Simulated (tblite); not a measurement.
Run record: tight-binding relaxation, `C(N(C)[SiH3])[SiH2]OCC`.

Computed with GFN2-xTB geometry optimisation, gas phase (tblite 0.8.0). Start geometry: from a force field or distance geometry. The input is one job of a driver script: a line of settings, then coordinates in Å.

Command:
```bash
OMP_NUM_THREADS=1 python probes_run.py task.json out
```

Input:
```
{"job": {"kind": "relax", "xc": "GFN2-xTB", "basis": "xTB"}, "charge": 0, "multiplicity": 1}
C      3.939600     0.589900     0.550200
C      2.832800    -0.090000    -0.243200
O      1.602200     0.498800    -0.059300
Si     0.447600    -0.364500    -1.011400
C     -1.035800    -0.861800    -0.006200
N     -1.756100     0.276400     0.530800
C     -2.232800     1.175100    -0.501800
Si    -3.232100    -0.409500     1.301200
H      3.638700     0.603100     1.623000
H      4.793700    -0.120600     0.512300
H      4.202800     1.582200     0.172900
H      2.751700    -1.130200     0.169500
H      3.077200    -0.064800    -1.302900
H      1.118500    -1.625900    -1.424700
H      0.094400     0.335600    -2.247700
H     -0.642100    -1.398800     0.906800
H     -1.690500    -1.587300    -0.519400
H     -2.265000     0.705300    -1.499300
H     -1.553600     2.051200    -0.477900
H     -3.232700     1.514500    -0.164700
H     -4.372400     0.446200     0.913200
H     -3.450800    -1.784100     0.846500
H     -3.040400    -0.313900     2.760600
```

Output:
```
step      E/eV     max force
  0    -725.86993    2.875
  1    -726.21332    1.731
  2    -726.37245    1.042
  3    -726.45586    0.815
  4    -726.57294    0.440
  5    -726.61641    0.475
  6    -726.70647    0.518
  7    -726.75573    0.484
  8    -726.80159    0.393
  9    -726.83966    0.435
... (264 lines left out)
274    -727.43753    0.015
275    -727.43758    0.015
276    -727.43762    0.017
277    -727.43765    0.015
278    -727.43769    0.013
279    -727.43773    0.015
280    -727.43777    0.016
281    -727.43781    0.012
282    -727.43785    0.011
283    -727.43788    0.009
```

«max force» is the largest atomic force in eV/Å.

Problem. From which step on does the largest force stay under 0.1 eV/Å, and how much energy is left to gain from there?

Solution. From step 247 (0.073 eV/Å), 6.2 meV above the end.

Main results: energy lowered by 36.2 kcal/mol over 283 steps; largest atomic force 0.009 eV/Å at the end.

Problem. Where do the atoms end?

Solution. 1.324 Å rms from the input after alignment:
```
atom  x, y, z in Å
C1     2.8752    0.8961    0.6050
C2     2.4830   -0.5731    0.5525
O3     1.1527   -0.7422    0.1555
Si4    0.4816   -0.6739   -1.3127
C5    -1.3482   -1.0265   -0.9167
N6    -2.0120   -0.0913   -0.0336
C7    -2.2589    1.1827   -0.6518
Si8   -1.8441   -0.2117    1.6723
H9     2.1855    1.4355    1.2490
H10    3.8835    1.0004    0.9965
H11    2.8333    1.3290   -0.3911
H12    2.5698   -1.0213    1.5482
H13    3.1463   -1.1133   -0.1329
H14    1.0212   -1.7116   -2.2000
H15    0.6954    0.6184   -1.9786
H16   -1.4275   -2.0166   -0.4654
H17   -1.9075   -1.0631   -1.8585
H18   -2.7982    1.0379   -1.5932
H19   -1.3324    1.7264   -0.8752
H20   -2.8672    1.7959    0.0095
H21   -2.9817    0.5513    2.1980
H22   -1.9362   -1.6389    1.9741
H23   -0.6184    0.3371    2.2778
```

The run took 10 s wall, 8.6 s CPU on one thread, Intel Xeon at 2.50 GHz (x86_64), shared host with 64 logical CPUs at a one-minute load of 25.
Labels such as C1 count atoms from 1, the log's own numbers from 0.
